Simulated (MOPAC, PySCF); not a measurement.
C10H6, SMILES `C#Cc1ccc(C#C)cc1`, neutral singlet in the gas phase. 

Cartesian coordinates (Å):
SMILES: C#Cc1ccc(C#C)cc1
```xyz
16

C     -4.0376     0.1802    -0.3493
C     -2.8293     0.1263    -0.2448
C     -1.4062     0.0628    -0.1217
C     -0.5972    -0.1681    -1.2532
C      0.7860    -0.2298    -1.1335
C      1.4062    -0.0628     0.1217
C      2.8293    -0.1263     0.2448
C      4.0376    -0.1802     0.3494
C      0.5972     0.1681     1.2532
C     -0.7860     0.2298     1.1335
H     -5.1061     0.2279    -0.4418
H     -1.0707    -0.2982    -2.2278
H      1.4061    -0.4088    -2.0135
H      5.1061    -0.2279     0.4418
H      1.0707     0.2982     2.2278
H     -1.4061     0.4088     2.0135
```
Charge 0, spin multiplicity 1.

All levels are single points at this geometry (B3LYP-D3(BJ)/def2-SVP); Pople sets use spherical d functions. Orbital energies aren't observables, and empty levels follow the basis.

| level | HOMO (eV) | LUMO (eV) | gap (eV) | dipole (D) | vertical IE, Delta-SCF (eV) |
|---|---|---|---|---|---|
| B3LYP-D3(BJ)/def2-SVP in PySCF | -6.40 | -1.69 | 4.71 | 0.00 | 8.20 |
| B3LYP/3-21G in PySCF | -6.29 | -1.40 | 4.89 | 0.00 | – |
| B3LYP/6-311+G** in PySCF | -6.53 | -1.89 | 4.64 | 0.00 | – |
| HF/3-21G in PySCF | -8.45 | 2.06 | 10.51 | 0.00 | – |
| HF/STO-3G in PySCF | -6.55 | 5.30 | 11.86 | 0.00 | – |
| PM7 in MOPAC | -9.25 | -0.72 | 8.54 | 0.00 | – |
